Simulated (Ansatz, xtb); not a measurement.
## Relative energy of two structures of ClF2HSi2

We compare a, `F[SiH](F)[Si]Cl`, a singlet, with b, a singlet given by its coordinates. Both are isolated molecules in the gas phase, relaxed with PBE0-D3(BJ)/def2-SVP; the shapes shown needn't be the lowest conformers.

a (Å):

```yaml
atoms:
  - { symbol: Cl, position_ang: [-2.6817, 0.8070, -0.0282] }
  - { symbol: F, position_ang: [0.0304, 1.1929, -2.6879] }
  - { symbol: F, position_ang: [1.8349, 1.6528, -0.8718] }
  - { symbol: Si, position_ang: [0.3391, 1.0647, -1.0975] }
  - { symbol: Si, position_ang: [-1.3428, 2.4312, -0.0214] }
  - { symbol: H, position_ang: [0.3700, -0.3838, -0.7499] }
```

b (Å):

```yaml
atoms:
  - { symbol: Cl, position_ang: [0.3200, 1.3859, 3.0180] }
  - { symbol: F, position_ang: [-1.3045, 0.0526, -1.5340] }
  - { symbol: F, position_ang: [-2.2907, -0.7238, 0.6867] }
  - { symbol: Si, position_ang: [-0.9793, -0.0396, 0.0447] }
  - { symbol: Si, position_ang: [0.0000, 1.8230, 1.0005] }
  - { symbol: H, position_ang: [1.3697, 1.7195, 0.3713] }
```

Close contacts (Å): Cl1–Si5 2.09, F2–Si4 1.61, F3–Si4 1.61, Si4–Si5 2.31, Si5–H6 1.51.

Estimate E(b) − E(a) at the level CCSD(T)/def2-SVP + ΔMP2/def2-TZVPP.

Calculated at CCSD(T)/def2-SVP + ΔMP2/def2-TZVPP: E(b) − E(a) = +34.0 kJ/mol, so structure a lies lower.

How the difference moves with the method:

| level | geometry | E(b) − E(a) (kJ/mol) | departure from the last row (kJ/mol) | job, with rough time for the two |
| --- | --- | --- | --- | --- |
| PBE0-D3(BJ)/def2-SVP | PBE0-D3(BJ)/def2-SVP | +30.7 | −3.3 | optimisation, 4.1 min |
| HF/def2-SVP | PBE0-D3(BJ)/def2-SVP | +83.9 | +49.9 | part of the CCSD(T) run |
| MP2/def2-SVP | PBE0-D3(BJ)/def2-SVP | +40.6 | +6.6 | part of the CCSD(T) run |
| CCSD(T)/def2-SVP | PBE0-D3(BJ)/def2-SVP | +38.3 | +4.3 | single point |
| CCSD(T)/def2-SVP + ΔMP2/def2-TZVPP | PBE0-D3(BJ)/def2-SVP | +34.0 |  | single point, 88 s |

None of the levels shown reverses the order. The largest departure from CCSD(T)/def2-SVP + ΔMP2/def2-TZVPP is that of HF/def2-SVP, 49.9 kJ/mol. Levels run at GFN2-xTB geometries aren't shown. The last row adds to CCSD(T) the change of the MP2 difference between the two basis sets, here −4.3 kJ/mol.

With harmonic frequencies from PBE0-D3(BJ)/def2-SVP (ideal gas, rigid rotor, one conformer each, 298.15 K, 1 atm): on the last row, ΔE + ΔZPE = +31.4 kJ/mol. A mode under 50 cm⁻¹ makes harmonic enthalpies and free energies unreliable, so none is given.

The correlated steps freeze 17 core orbitals. Codes used: Ansatz 0.2.0; the last row on 1 thread of AMD EPYC (Zen 3) on a shared host.
